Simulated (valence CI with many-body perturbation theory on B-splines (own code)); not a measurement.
## Energy levels of Tm³⁷⁺

Calculated by configuration interaction combined with many-body perturbation theory (CI+MBPT): four valence electrons over a frozen Dirac-Fock core [Ar] 3d10, radial functions for each j: 11 s, 11 p, 10 d, 8 f, 5 g, 2 h, with the one-electron correlation potential Σ1 (screened to all orders), the two-electron term Σ2, the three-electron term Σ3, Breit, model QED; selected single and double excitations, second order for the rest, scaled by the run's own slope (own B-spline code, finite nucleus).

No measured spectrum was set against this ion. As an estimate, large intervals hold to a few tenths of a per cent, small ones and those within an open d or f shell to about a per cent. Among the levels kept, up to 390 cm⁻¹ of a level comes from second order outside the variational space, and about a tenth of that is noise between levels of different J, which matters for small intervals.

Levels 136 to 180 of 189, with energies above the lowest level, (4s^2 4p1/2^2) J=0. "Leading %" is the weight of the configuration and term that name the level; weights of strongly mixed levels are sums over their largest components and can fall short. In the jj column 3d3/2^4 stands for four electrons in 3d with j = 3/2. Lifetimes count E1, E2, E3, M1 and M2 decay at the calculated energies, and are blank where another channel may lead or the interval is too uncertain; long ones can be off by a factor of two.

| No. | Configuration | Term | J | E (× 10³ cm⁻¹) | Leading % | Lifetime | Leading jj |
| --- | --- | --- | --- | --- | --- | --- | --- |
| 136 | 4p3 4d | 3G° | 3 | 4033.7 | 10 | 2.74 ps | 4s 4p1/2 4d3/2 4d5/2 (57 %) |
| 137 | 4s 4p 4d2 | 5D° | 2 | 4036.2 | 31 | 1.89 ps | 4s 4p1/2 4d3/2 4d5/2 (62 %) |
| 138 | 4p3 4d | 1G° | 4 | 4077.1 | 18 | 3.49 ps | 4s 4p1/2 4d3/2 4d5/2 (36 %) |
| 139 | 4s 4p2 4f | 3D° | 3 | 4081.5 | 21 | 3.06 ps | 4s 4p1/2 4p3/2 4f5/2 (23 %) |
| 140 | 4p3 4d | 3F° | 4 | 4095.6 | 18 | 4.26 ps | 4s 4p1/2 4d5/2^2 (33 %) |
| 141 | 4s 4p2 4f | 5D° | 3 | 4097.0 | 21 | 3.32 ps | 4p1/2 4p3/2^2 4d5/2 (28 %) |
| 142 | 4s 4p 4d2 | 3H° | 4 | 4097.7 | 18 | 3.94 ps | 4s 4p1/2 4d3/2 4d5/2 (27 %) |
| 143 | 4p3 4d | 3F° | 2 | 4102.2 | 44 | 3.16 ps | 4p1/2 4p3/2^2 4d3/2 (55 %) |
| 144 | 4s 4p2 4f | 5D° | 2 | 4108.5 | 11 | 1.47 ps | 4p1/2 4p3/2^2 4d3/2 (31 %) |
| 145 | 4s 4p 4d2 | 3G° | 3 | 4117.5 | 25 | 1.65 ps | 4s 4p1/2 4d3/2 4d5/2 (63 %) |
| 146 | 4p3 4d | 3D° | 3 | 4126.9 | 15 | 1.26 ps | 4s 4p1/2 4d3/2 4d5/2 (50 %) |
| 147 | 4s 4p2 4f | 5F° | 1 | 4128.1 | 19 | 1.42 ps | 4s 4p1/2 4p3/2 4f5/2 (31 %) |
| 148 | 4s 4p2 4f | 5G° | 5 | 4128.8 | 40 | 6.03 ps | 4s 4p1/2 4p3/2 4f7/2 (72 %) |
| 149 | 4s 4p2 4f | 5F° | 2 | 4137.7 | 20 | 1.68 ps | 4s 4p1/2 4p3/2 4f5/2 (61 %) |
| 150 | 4s 4p2 4f | 5F° | 1 | 4138.5 | 52 | 1.81 ps | 4s 4p1/2 4p3/2 4f5/2 (64 %) |
| 151 | 4p3 4d | 3F° | 4 | 4141.5 | 15 | 4.02 ps | 4p1/2 4p3/2^2 4d5/2 (38 %) |
| 152 | 4p3 4d | 3F° | 2 | 4144.6 | 24 | 1.90 ps | 4p1/2 4p3/2^2 4d3/2 (42 %) |
| 153 | 4s 4p2 4f | 5G° | 3 | 4145.7 | 27 | 1.56 ps | 4s 4p1/2 4p3/2 4f5/2 (55 %) |
| 154 | 4s 4p2 4f | 5G° | 4 | 4148.3 | 26 | 1.52 ps | 4s 4p1/2 4p3/2 4f5/2 (34 %) |
| 155 | 4s 4p 4d2 | 5S° | 2 | 4149.7 | 20 | 985 fs | 4s 4p1/2 4d3/2 4d5/2 (73 %) |
| 156 | 4s 4p 4d2 | 3D° | 1 | 4163.0 | 34 | 1.39 ps | 4p1/2 4p3/2^2 4d3/2 (29 %) |
| 157 | 4s 4p 4d2 | 5G° | 5 | 4164.1 | 21 | 2.74 ps | 4s 4p1/2 4d5/2^2 (51 %) |
| 158 | 4s 4p2 4f | 3F° | 2 | 4167.8 | 13 | 3.29 ps | 4s 4p1/2 4p3/2 4f7/2 (39 %) |
| 159 | 4p3 4d | 3G° | 4 | 4173.9 | 15 | 2.41 ps | 4p1/2 4p3/2^2 4d5/2 (40 %) |
| 160 | 4s 4p2 4f | 3G° | 5 | 4175.2 | 37 | 4.17 ps | 4s 4p1/2 4p3/2 4f7/2 (49 %) |
| 161 | 4s 4p2 4f | 3G° | 3 | 4180.3 | 29 | 3.24 ps | 4s 4p1/2 4p3/2 4f7/2 (62 %) |
| 162 | 4s 4p2 4f | 3H° | 6 | 4190.1 | 50 | 6.47 ps | 4s 4p1/2 4p3/2 4f7/2 (92 %) |
| 163 | 4p3 4d | 3D° | 1 | 4193.3 | 16 | 2.42 ps | 4p1/2 4p3/2^2 4d5/2 (37 %) |
| 164 | 4s 4p2 4f | 3D° | 2 | 4194.8 | 11 | 2.17 ps | 4s 4p1/2 4d5/2^2 (42 %) |
| 165 | 4s 4p2 4f | 3F° | 3 | 4196.1 | 16 | 1.47 ps | 4s 4p1/2 4p3/2 4f5/2 (44 %) |
| 166 | 4p3 4d | 3P° | 0 | 4196.4 | 34 | 2.64 ps | 4p1/2 4p3/2^2 4d5/2 (58 %) |
| 167 | 4s 4p 4d2 | 3P° | 0 | 4207.2 | 26 | 1.44 ps | 4s 4p1/2 4d3/2 4d5/2 (40 %) |
| 168 | 4s 4p2 4f | 3G° | 4 | 4207.5 | 26 | 1.79 ps | 4s 4p1/2 4p3/2 4f5/2 (45 %) |
| 169 | 4p3 4d | 3G° | 5 | 4208.4 | 37 | 2.83 ps | 4p1/2 4p3/2^2 4d5/2 (37 %) |
| 170 | 4s 4p2 4f | 5D° | 2 | 4210.3 | 21 | 1.92 ps | 4s 4p1/2 4p3/2 4f5/2 (71 %) |
| 171 | 4s 4p2 4f | 5D° | 1 | 4214.5 | 37 | 2.36 ps | 4s 4p1/2 4p3/2 4f5/2 (78 %) |
| 172 | 4s 4p2 4f | 3F° | 3 | 4215.1 | 15 | 1.55 ps | 4s 4p1/2 4p3/2 4f5/2 (38 %) |
| 173 | 4s 4p2 4f | 5D° | 0 | 4220.2 | 37 | 1.92 ps | 4s 4p1/2 4p3/2 4f5/2 (70 %) |
| 174 | 4s 4p 4d2 | 3F° | 3 | 4223.4 | 19 | 2.38 ps | 4s 4p1/2 4d5/2^2 (69 %) |
| 175 | 4p3 4d | 3D° | 1 | 4225.3 | 28 | 1.19 ps | 4p1/2 4p3/2^2 4d3/2 (56 %) |
| 176 | 4p3 4d | 3P° | 2 | 4225.5 | 12 | 1.95 ps | 4s 4p1/2 4p3/2 4f7/2 (38 %) |
| 177 | 4p3 4d | 1D° | 2 | 4228.9 | 13 | 1.14 ps | 4s 4p1/2 4p3/2 4f5/2 (23 %) |
| 178 | 4p3 4d | 1P° | 1 | 4236.2 | 20 | 1.65 ps | 4p1/2 4p3/2^2 4d5/2 (51 %) |
| 179 | 4s 4p2 4f | 3F° | 4 | 4238.4 | 26 | 2.62 ps | 4s 4p1/2 4p3/2 4f7/2 (68 %) |
| 180 | 4s 4p2 4f | 3G° | 3 | 4248.7 | 42 | 1.40 ps | 4s 4p1/2 4p3/2 4f5/2 (63 %) |

Where two levels of one J and parity lie close, their mixing, g and order are uncertain.
